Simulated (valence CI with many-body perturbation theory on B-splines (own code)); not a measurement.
Results of a calculation; reference values are marked as such.
Cu22+: configurations and terms from energies and g

Method: configuration interaction combined with many-body perturbation theory (CI+MBPT): five valence electrons over a frozen Dirac-Fock core [He], radial functions for each j: 9 s, 9 p, 8 d, 6 f, 3 g, 1 h, with the one-electron correlation potential Σ1 (screened to all orders), the two-electron term Σ2, the three-electron term Σ3, Breit, model QED; selected single and double excitations, second order for the rest (own B-spline code, finite nucleus).

No measured spectrum was set against this ion. As an estimate, levels of excited configurations hold to 0.05 to 0.15 % of their energy, terms of the ground configuration to about 0.5 %. Among the levels kept, up to 2100 cm⁻¹ of a level comes from second order outside the variational space, and about a tenth of that is noise between levels of different J, which matters for small intervals.

| No. | J | Parity | E (eV) | g |
| --- | --- | --- | --- | --- |
| 1 | 3/2 | odd | 0.00 | 1.804 |
| 3 | 5/2 | odd | 28.56 | 1.195 |
| 4 | 1/2 | odd | 40.74 | 0.659 |
| 6 | 5/2 | even | 111.65 | 1.576 |
| 7 | 3/2 | even | 125.37 | 1.696 |
| 8 | 1/2 | even | 128.56 | 2.595 |
| 9 | 3/2 | even | 154.99 | 0.883 |
| 10 | 5/2 | even | 159.29 | 1.216 |
| 12 | 3/2 | even | 184.29 | 1.276 |
| 14 | 3/2 | odd | 287.42 | 1.329 |
| 15 | 1/2 | odd | 309.25 | 0.660 |
| 17 | 3/2 | even | 1162.25 | 1.700 |
| 18 | 1/2 | even | 1166.22 | 1.103 |

Energies count from the lowest level. Strongly mixed levels and levels close to another of their J and parity are left out, so the numbers can have gaps.

Q: Give configuration and LS term of each level.

A: 1: 2s2 2p3 4S°; 3: 2s2 2p3 2D°; 4: 2s2 2p3 2P°; 6: 2s 2p4 4P; 7: 2s 2p4 4P; 8: 2s 2p4 4P; 9: 2s 2p4 2D; 10: 2s 2p4 2D; 12: 2s 2p4 2P; 14: 2p5 2P°; 15: 2p5 2P°; 17: 2s2 2p2 3s 4P; 18: 2s2 2p2 3s 2P.
